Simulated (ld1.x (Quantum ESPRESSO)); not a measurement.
**Cutoff test, antimony, TM**

| Quantity | Value |
| --- | --- |
| Element | antimony |
| Generator | ld1.x (Quantum ESPRESSO) 7.5 |
| Type | norm-conserving Troullier–Martins (Kleinman–Bylander form) |
| Functional | PBE |
| Relativity | fully relativistic |
| Frozen core | [Kr] 4d10 |
| Valence charge | 5 |
| Reference configuration | 5s2 5p3 |
| Partial waves | 5s (bound): rc 1.85 bohr; 5p (bound): rc 2.30 bohr |
| Local potential | all-electron potential smoothed inside 1.70 bohr (lloc = -2) |
| Core correction | a·sin(br)/r model core inside 1.55 bohr |

Open shells are filled in proportion to 2j + 1 (rel_dist='average').

The pseudo-atom Hamiltonian at the reference potential is diagonalised in spherical Bessel functions j_l(qr) that vanish at 20 bohr, with q² up to the cutoff. All-electron valence levels (Ry): 5s -0.9421, 5p1/2 -0.3856, 5p3/2 -0.3410.

Task: How do the lowest levels (Ry) of each channel move with the cutoff, and are there ghosts?

Result:

```json
{"cutoff (Ry)": "8", "s #1": "-0.9161", "s #2": "-0.0354", "p1/2 #1": "-0.3767", "p1/2 #2": "0.0216", "p3/2 #1": "-0.3336", "p3/2 #2": "0.0243", "d #1": "0.0083", "d #2": "0.0793", "f #1": "0.1091", "Σ f·Δε (mRy)": "75.9"}
{"cutoff (Ry)": "10", "s #1": "-0.9297", "s #2": "-0.0361", "p1/2 #1": "-0.3800", "p1/2 #2": "0.0215", "p3/2 #1": "-0.3368", "p3/2 #2": "0.0241", "d #1": "-0.0058", "d #2": "0.0753", "f #1": "0.1091", "Σ f·Δε (mRy)": "38.9"}
{"cutoff (Ry)": "12", "s #1": "-0.9349", "s #2": "-0.0363", "p1/2 #1": "-0.3829", "p1/2 #2": "0.0214", "p3/2 #1": "-0.3392", "p3/2 #2": "0.0240", "d #1": "-0.0171", "d #2": "0.0730", "f #1": "0.1091", "Σ f·Δε (mRy)": "20.9"}
{"cutoff (Ry)": "15", "s #1": "-0.9357", "s #2": "-0.0363", "p1/2 #1": "-0.3850", "p1/2 #2": "0.0213", "p3/2 #1": "-0.3406", "p3/2 #2": "0.0239", "d #1": "-0.0247", "d #2": "0.0717", "f #1": "0.1091", "Σ f·Δε (mRy)": "14.3"}
{"cutoff (Ry)": "18", "s #1": "-0.9362", "s #2": "-0.0364", "p1/2 #1": "-0.3853", "p1/2 #2": "0.0213", "p3/2 #1": "-0.3407", "p3/2 #2": "0.0239", "d #1": "-0.0303", "d #2": "0.0709", "f #1": "0.1091", "Σ f·Δε (mRy)": "12.8"}
{"cutoff (Ry)": "21", "s #1": "-0.9377", "s #2": "-0.0367", "p1/2 #1": "-0.3853", "p1/2 #2": "0.0213", "p3/2 #1": "-0.3407", "p3/2 #2": "0.0239", "d #1": "-0.0316", "d #2": "0.0707", "f #1": "0.1091", "Σ f·Δε (mRy)": "9.9"}
{"cutoff (Ry)": "25", "s #1": "-0.9395", "s #2": "-0.0369", "p1/2 #1": "-0.3854", "p1/2 #2": "0.0212", "p3/2 #1": "-0.3408", "p3/2 #2": "0.0239", "d #1": "-0.0321", "d #2": "0.0707", "f #1": "0.1091", "Σ f·Δε (mRy)": "6.0"}
{"cutoff (Ry)": "30", "s #1": "-0.9413", "s #2": "-0.0371", "p1/2 #1": "-0.3856", "p1/2 #2": "0.0212", "p3/2 #1": "-0.3409", "p3/2 #2": "0.0239", "d #1": "-0.0322", "d #2": "0.0707", "f #1": "0.1091", "Σ f·Δε (mRy)": "1.9"}
{"cutoff (Ry)": "35", "s #1": "-0.9418", "s #2": "-0.0372", "p1/2 #1": "-0.3856", "p1/2 #2": "0.0212", "p3/2 #1": "-0.3410", "p3/2 #2": "0.0239", "d #1": "-0.0322", "d #2": "0.0707", "f #1": "0.1091", "Σ f·Δε (mRy)": "0.7"}
{"cutoff (Ry)": "40", "s #1": "-0.9418", "s #2": "-0.0372", "p1/2 #1": "-0.3856", "p1/2 #2": "0.0212", "p3/2 #1": "-0.3410", "p3/2 #2": "0.0239", "d #1": "-0.0322", "d #2": "0.0707", "f #1": "0.1091", "Σ f·Δε (mRy)": "0.6"}
{"cutoff (Ry)": "45", "s #1": "-0.9419", "s #2": "-0.0372", "p1/2 #1": "-0.3856", "p1/2 #2": "0.0212", "p3/2 #1": "-0.3410", "p3/2 #2": "0.0239", "d #1": "-0.0323", "d #2": "0.0707", "f #1": "0.1091", "Σ f·Δε (mRy)": "0.6"}
{"cutoff (Ry)": "400", "s #1": "-0.9422", "s #2": "-0.0372", "p1/2 #1": "-0.3856", "p1/2 #2": "0.0212", "p3/2 #1": "-0.3410", "p3/2 #2": "0.0239", "d #1": "-0.0323", "d #2": "0.0707", "f #1": "0.1091", "Σ f·Δε (mRy)": "0.0"}
```

Result: no extra level below or beside the all-electron valence levels (s, p1/2, p3/2, d, f tested); 10 mRy is reached at 21 Ry and 1 mRy at 35 Ry.

Its largest configuration-test error is -403 meV.
